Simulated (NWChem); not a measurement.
System: CH4AlO cation; SMILES [CH3][Al+][OH]

Here is an NWChem input.

```
start job
memory heap 200 mb stack 900 mb global 1100 mb
charge 1
geometry units angstroms
  Al    -0.012330    -0.034729     0.020983
  C     -0.235437     1.568953    -1.090278
  H     -0.967610     2.239868    -0.631757
  H     -0.574257     1.276019    -2.096282
  H      0.737745     2.071351    -1.159624
  O      0.224054    -1.339272     0.933294
  H      0.385159    -2.099423     1.495959
end
basis spherical
  * library def2-svp
end
dft
  xc pbe0
  iterations 150
end
driver
  maxiter 120
end
task dft optimize
task dft freq
```

Excerpt of the output:

```
             Northwest Computational Chemistry Package (NWChem) 7.3.0
             --------------------------------------------------------

 C1  symmetry detected

                             Geometry "geometry" -> ""
                             -------------------------

 Output coordinates in angstroms (scale by  1.889725989 to convert to a.u.)

  No.       Tag          Charge          X              Y              Z
 ---- ---------------- ---------- -------------- -------------- --------------
    1 Al                  13.0000    -0.01861796    -0.10679152     0.00747196
    2 C                    6.0000     0.01010836     1.85675904    -0.00337684
    3 H                    1.0000    -0.19554360     2.23696777     1.00140888
    4 H                    1.0000    -0.74771508     2.23254428    -0.70846014
    5 H                    1.0000     1.00800051     2.17936481    -0.32653716
    6 O                    8.0000     0.00780994    -1.71587857    -0.00524101
    7 H                    1.0000     0.05416194    -2.67411272    -0.00135794

 Effective nuclear repulsion energy (a.u.)      91.2322777917

                                Z-matrix (autoz)
                                --------

 Units are Angstrom for bonds and degrees for angles

      Type          Name      I     J     K     L     M      Value
      ----------- --------  ----- ----- ----- ----- ----- ----------
    1 Stretch                  1     2                       1.96379
    2 Stretch                  1     6                       1.60935
    3 Stretch                  2     3                       1.09382
    4 Stretch                  2     4                       1.10121
    5 Stretch                  2     5                       1.09740
    6 Stretch                  6     7                       0.95936
    7 Bend                     1     2     3               109.86037
    8 Bend                     1     2     4               109.55295
    9 Bend                     1     2     5               107.99079
   10 Bend                     3     2     4               109.88675
   11 Bend                     3     2     5               109.83343
   12 Bend                     4     2     5               109.68852
   13 Bend                     6     2     3               110.36228
   14 Bend                     6     2     4               109.90564
   15 Bend                     6     2     5               107.12174
   16 Bend                     7     2     3               110.42609
   17 Bend                     7     2     4               110.37780
   18 Bend                     7     2     5               106.57368
   19 Torsion                  2     3     1     6         175.89576
   20 Torsion                  2     4     1     6        -175.51171
   21 Torsion                  2     5     1     6         179.58475
   22 Torsion                  2     3     6     7         168.74444
   23 Torsion                  2     4     6     7        -172.08192
   24 Torsion                  2     5     6     7        -176.33215

                           NWChem Geometry Optimization
                           ----------------------------

 maximum gradient threshold         (gmax) =   0.000450
 rms gradient threshold             (grms) =   0.000300
 maximum cartesian step threshold   (xmax) =   0.001800
 rms cartesian step threshold       (xrms) =   0.001200
 fixed trust radius                (trust) =   0.300000
 source of zmatrix                         =   autoz

          -------------------
          Energy Minimization
          -------------------

 Using diagonal initial Hessian
 Scaling for Hessian diagonals: bonds = 1.00  angles = 0.25  torsions = 0.10

          --------
          Step   0

                                 NWChem DFT Module
                                 -----------------

[...]

      ----------------------
      Optimization converged
      ----------------------

  Step       Energy      Delta E   Gmax     Grms     Xrms     Xmax
  ---- ---------------- -------- -------- -------- -------- --------
@    9    -357.53069211 -3.3D-07  0.00019  0.00005  0.00058  0.00177
                                     ok       ok       ok       ok

                                Z-matrix (autoz)
                                --------

 Units are Angstrom for bonds and degrees for angles

      Type          Name      I     J     K     L     M      Value     Gradient
      ----------- --------  ----- ----- ----- ----- ----- ---------- ----------
    1 Stretch                  1     2                       1.90295    0.00008
    2 Stretch                  1     6                       1.61062   -0.00019
    3 Stretch                  2     3                       1.10185    0.00008
    4 Stretch                  2     4                       1.10163   -0.00005
    5 Stretch                  2     5                       1.10172    0.00004
    6 Stretch                  6     7                       0.95621   -0.00003
    7 Bend                     1     2     3               109.42318   -0.00002
    8 Bend                     1     2     4               109.49792   -0.00001
    9 Bend                     1     2     5               109.63851    0.00002
   10 Bend                     3     2     4               109.42135    0.00001
   11 Bend                     3     2     5               109.43972    0.00002
   12 Bend                     4     2     5               109.40645   -0.00002
   13 Bend                     6     2     3               109.34365   -0.00002
   14 Bend                     6     2     4               109.47470   -0.00001
   15 Bend                     6     2     5               109.74109    0.00003
   16 Bend                     7     2     3               109.44554   -0.00002
   17 Bend                     7     2     4               109.55332   -0.00001
   18 Bend                     7     2     5               109.56080    0.00002
   19 Torsion                  2     3     1     6        -179.62252    0.00001
   20 Torsion                  2     4     1     6         179.44986   -0.00001
   21 Torsion                  2     5     1     6        -179.82757    0.00000
   22 Torsion                  2     3     6     7         177.22028   -0.00002
   23 Torsion                  2     4     6     7        -176.98723    0.00002
   24 Torsion                  2     5     6     7         179.76790   -0.00000

                         Geometry "geometry" -> "geometry"
                         ---------------------------------

 Output coordinates in angstroms (scale by  1.889725989 to convert to a.u.)

[...]

 Rotational Constants
 --------------------
 A=   5.170243 cm-1  (  7.438660 K)
 B=   0.154973 cm-1  (  0.222966 K)
 C=   0.154971 cm-1  (  0.222963 K)

 Temperature                      =   298.15K
 frequency scaling parameter      =   1.0000

 Zero-Point correction to Energy  =   30.991 kcal/mol  (  0.049387 au)
 Thermal correction to Energy     =   34.240 kcal/mol  (  0.054565 au)
 Thermal correction to Enthalpy   =   34.832 kcal/mol  (  0.055508 au)

 Total Entropy                    =   68.696 cal/mol-K
   - Translational                =   38.129 cal/mol-K (mol. weight =  59.0077)
   - Rotational                   =   22.080 cal/mol-K (symmetry #  =        1)
   - Vibrational                  =    8.488 cal/mol-K

 Cv (constant volume heat capacity) =   16.013 cal/mol-K
   - Translational                  =    2.979 cal/mol-K
   - Rotational                     =    2.979 cal/mol-K
   - Vibrational                    =   10.054 cal/mol-K

[normal modes left out]

 ----------------------------------------------------------------------------
 Normal Eigenvalue ||           Projected Infra Red Intensities
  Mode   [cm**-1]  || [atomic units] [(debye/angs)**2] [(KM/mol)] [arbitrary]
 ------ ---------- || -------------- ----------------- ---------- -----------
    1       -0.000 ||    0.006224           0.144         6.067       0.924
    2       -0.000 ||    0.010371           0.239        10.110       1.539
    3        0.000 ||    0.010815           0.250        10.543       1.605
    4        0.000 ||    0.016744           0.386        16.322       2.485
    5        0.000 ||    0.006500           0.150         6.336       0.965
    6        0.000 ||    0.000322           0.007         0.314       0.048
    7      150.241 ||    0.027992           0.646        27.288       4.154
    8      150.494 ||    0.028112           0.649        27.405       4.172
    9      385.125 ||    0.189931           4.382       185.154      28.186
   10      385.267 ||    0.189731           4.377       184.959      28.156
   11      610.083 ||    0.000099           0.002         0.096       0.015
   12      727.189 ||    0.066683           1.538        65.006       9.896
   13      727.597 ||    0.066759           1.540        65.080       9.907
   14     1114.813 ||    0.117735           2.716       114.774      17.472
   15     1208.548 ||    0.008332           0.192         8.122       1.236
   16     1392.438 ||    0.007936           0.183         7.736       1.178
   17     1392.456 ||    0.007951           0.183         7.751       1.180
   18     3057.010 ||    0.021299           0.491        20.763       3.161
   19     3180.871 ||    0.031483           0.726        30.691       4.672
   20     3181.991 ||    0.031525           0.727        30.732       4.678
   21     4024.626 ||    0.568556          13.117       554.256      84.373
 ----------------------------------------------------------------------------
```

Level: PBE0/def2-SVP. The printed entropy takes a lower symmetry number than the molecule has.
